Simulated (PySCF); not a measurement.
**Unknowns**

Computational details: GFN2-xTB structure, GIAO PBE0/pcSseg-1 shieldings, in PySCF (one averaged value for each set of equivalent atoms, single conformer, non-relativistic, in vacuum).

Chemical shifts δ = σref − σ; $^{1}$H (31.72 ppm), $^{13}$C (186.93 ppm) vs TMS, all at this level. Splittings of carbon signals by F and P are missing where no couplings were computed. Where no couplings were computed, multiplicities follow the n + 1 count of equivalent neighbours, and m marks all less simple cases (inequivalent or close neighbours, rings, F or P nearby). Shifts are as computed. Against solution values, carbons near 30 ppm lie about +3 ppm off and those near 130 ppm about +5 ppm. Of 1211 compounds with measured shifts, 218 miss one by over three times the rms of a fit or turn the order of signals round; such compounds aren't used in these exercises.

(1) C₁₀H₁₂O. $^{1}$H NMR (400 MHz, computed): δ 2.68 (q, 2H), 2.48 (m, 2H), 2.35 (m, 2H), 2.30 (s, 3H), 1.16 (t, 3H). $^{13}$C{$^{1}$H} NMR (computed): δ 207.9 (C), 191.8 (C), 131.1 (C), 106.2 (C), 77.8 (C), 37.7 (CH2), 31.3 (CH2), 30.6 (CH2), 15.2 (CH3), 6.0 (CH3). What is it?

(2) C₅H₄F₂O₂. $^{1}$H NMR (500 MHz, computed): δ 7.55 (m, 1H), 6.83 (m, 1H), 3.76 (m, 2H). $^{13}$C{$^{1}$H} NMR (computed): δ 171.5 (C), 165.7 (C), 151.2 (CH2), 134.0 (C), 34.6 (CH2). Identify the compound.

(3) C₈H₁₃F. $^{1}$H NMR (400 MHz, computed): δ 1.80 (m, 6H), 1.74 (m, 6H), 1.34 (m, 1H). $^{13}$C{$^{1}$H} NMR (computed): δ 94.3, 34.4, 30.1, 27.4. Identify the compound.

(4) C₈H₁₃F. $^{1}$H NMR (400 MHz, computed): δ 4.64 (m, 1H), 2.12 (m, 2H), 1.81 (m, 2H), 1.70 (m, 2H), 0.83 (m, 2H), 0.33 (m, 2H), 0.28 (m, 2H). $^{13}$C{$^{1}$H} NMR (computed): δ 95.8 (CH), 36.6 (CH2), 36.2 (CH2), 20.4 (C), 14.7 (CH2), 14.0 (CH2). Identify the compound.

Results:

(1) SMILES CC#CC1=C(CC)CCC1=O. Rings plus π bonds: 5 (1 ring in the answer). 10 carbon signals for 10 carbons: no two carbons are equivalent. Carbon types of the structure: 5 × C, 3 × CH2, 2 × CH3, which accounts for all hydrogens. δC 207.9: ketone carbonyl carbon; the double bond to the heteroatom, with no lone-pair donor beside it, deshields it most. δC 191.8: β carbon of a C=C–C=O unit; conjugation with the carbonyl draws π density from the β position. δC 131.1: α carbon of a C=C–C=O unit; as expected for a trigonal carbon in a double bond. δC 106.2, 77.8: alkyne carbon.

The data come from this structure; uniqueness wasn't tested.

(2) `FC(C(=C)CC(=O)F)=O`. Rings plus π bonds: 3 (no ring in the answer). 5 carbon signals for 5 carbons: no two carbons are equivalent. Carbon types of the structure: 3 × C, 2 × CH2, which accounts for all hydrogens. δC 171.5, 165.7: carbonyl carbon. δC 151.2: β carbon of a C=C–C=O unit; conjugation with the carbonyl draws π density from the β position. δC 134.0: α carbon of a C=C–C=O unit; as expected for a trigonal carbon in a double bond. δH 7.55, 6.83: hydrogen on a β carbon of a C=C–C=O unit; a vinylic proton, deshielded by the sp2 carbon and the C=C anisotropy.

This is the structure that produced the data.

(3) 1-fluorobicyclo[2.2.2]octane (SMILES FC12CCC(CC1)CC2). Rings plus π bonds: 2 (2 rings in the answer). 4 carbon signals for 8 carbons: some carbons are equivalent by symmetry or fast rotation. Carbon types of the structure: 1 × C, 1 × CH, 6 × CH2, which accounts for all hydrogens. δC 94.3: fully substituted sp3 carbon bonded to F; pulled downfield by the heteroatom. δC 34.4, 30.1: sp3 CH2 in a ring; saturated and bonded to C and H only. δC 27.4: sp3 CH in a ring; aliphatic region, no heteroatom directly attached. δH 1.34: hydrogen on an sp3 CH in a ring; far from electronegative atoms and π systems.

The data come from this structure; uniqueness wasn't tested.

(4) SMILES FC1CCC2(CC1)CC2. Rings plus π bonds: 2 (2 rings in the answer). 6 carbon signals for 8 carbons: some carbons are equivalent by symmetry or fast rotation. Carbon types of the structure: 1 × C, 1 × CH, 6 × CH2, which accounts for all hydrogens. δC 95.8: sp3 CH bonded to F; pulled downfield by the heteroatom. δC 36.6, 36.2: sp3 CH2 in a ring; saturated and bonded to C and H only. δC 20.4, 14.7, 14.0: three-membered-ring carbon; carbons of three-membered rings are unusually shielded. δH 0.33, 0.28: hydrogen on a three-membered-ring carbon; cyclopropane-type protons are shielded by the ring.

The shifts were computed for this structure.
